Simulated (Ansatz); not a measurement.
Species: sum formula InClF₂, charge 0, multiplicity 1. 
Coordinates optimised at B3LYP-D3(BJ)/def2-TZVP (Ansatz, a first-principles code):
```xyz
4

F     -0.9944     1.8218     0.0595
In    -0.2379     0.0402     0.0046
F     -1.5395    -1.3934    -0.0100
Cl     2.0272    -0.3428    -0.0396
```

Wanted: vertical ionisation energy (to the doublet state of charge +1; each state is the SCF solution reached for its spin), in eV. Cores are frozen in the correlated levels unless marked. Open shells are spin-unrestricted. Spin-orbit coupling is left out. The frozen core is the preceding noble-gas configuration, with the filled d and f shells of earlier blocks. In def2 rows, elements after Kr have scalar-relativistic effective core potentials. Basis-set limits of correlation are two-point, X^-3; Hartree-Fock from the larger set.

```
level                                 program  vertical ionisation energy (eV)  minus last row
------------------------------------  -------  -------------------------------  --------------
MP2/def2-QZVPPD                        Ansatz                            12.62            0.00
MP2/CBS(def2-TZVPPD,def2-QZVPPD)       Ansatz                            12.70            0.08
RI-MP2/CBS(def2-TZVPPD,def2-QZVPPD)    Ansatz                            12.70            0.08
CCSD/CBS(def2-TZVPPD,def2-QZVPPD)      Ansatz                            12.56           -0.06
CCSD(T)/def2-SVPD                      Ansatz                            12.46           -0.16
CCSD(T)/def2-QZVPPD                    Ansatz                            12.52           -0.10
CCSD(T)/CBS(def2-TZVPPD,def2-QZVPPD)   Ansatz                            12.62            0.00
```
